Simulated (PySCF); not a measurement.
# Telling isomers of C₈H₁₂N₂ apart by NMR

Level of theory: PBE0/pcSseg-1 with gauge-including orbitals, GFN2-xTB structure, in PySCF 2.14.0 with density-fitted response routines (no relativistic terms, one averaged value for each set of equivalent atoms, single conformer, no solvent).

δ = σ(ref) − σ, references computed at the same level: ¹H (σref 31.72), ¹³C (σref 186.93) vs TMS. Where no couplings were computed, multiplicities follow the n + 1 count of equivalent neighbours, and m marks all less simple cases (inequivalent or close neighbours, rings, F or P nearby). Shifts are as computed. Against solution values, carbons near 30 ppm lie about +3 ppm off and those near 130 ppm about +5 ppm. Of 1211 compounds with measured shifts, 218 miss one by over three times the rms of a fit or turn the order of signals round; such compounds aren't used in these exercises.

(1) Tabulate the signals of `CC(C)(C)c1ccnnc1`, `Cc1ccn(C2CCC2)n1` and their relative energies.

(2) What is the quickest way to tell CC(C)(C)c1ccnnc1 from Cc1ccn(C2CCC2)n1?

Results:

(1) 
| SMILES | carbon types | δC | δH | E rel. (kcal/mol) |
| --- | --- | --- | --- | --- |
| CC(C)(C)c1ccnnc1 | 2×C 3×CH 3×CH3 | 155.8, 155.5, 153.5, 124.7, 35.1, 31.9 | 9.74 (s, 1H), 9.46 (d, 1H), 7.24 (d, 1H), 1.36 (s, 9H) | 2.9 |
| Cc1ccn(C2CCC2)n1 | 1×C 3×CH 3×CH2 1×CH3 | 153.3, 133.9, 109.3, 56.2, 32.0, 16.5, 14.4 | 7.17 (m, 1H), 6.07 (m, 1H), 4.28 (m, 1H), 3.11 (m, 2H), 2.51 (s, 3H), 2.35 (m, 2H), 1.90 (m, 1H), 1.75 (m, 1H) | 0.0 |

Energies are electronic energies at PBE0/pcSseg-1 on these geometries, without zero-point or thermal terms, each for the one conformer computed, which needn't be the lowest.

(2) Count the carbon signals: 6 against 7. The first has a quaternary sp3 carbon on an aromatic ring (C) at 35.1 ppm, the second an sp3 CH bonded to N at 56.2 ppm. Their most deshielded carbons lie at 155.8 and 153.3 ppm. In the proton spectra the most deshielded non-exchanging signals are 9.74 (s, 1H) and 7.17 (m, 1H).
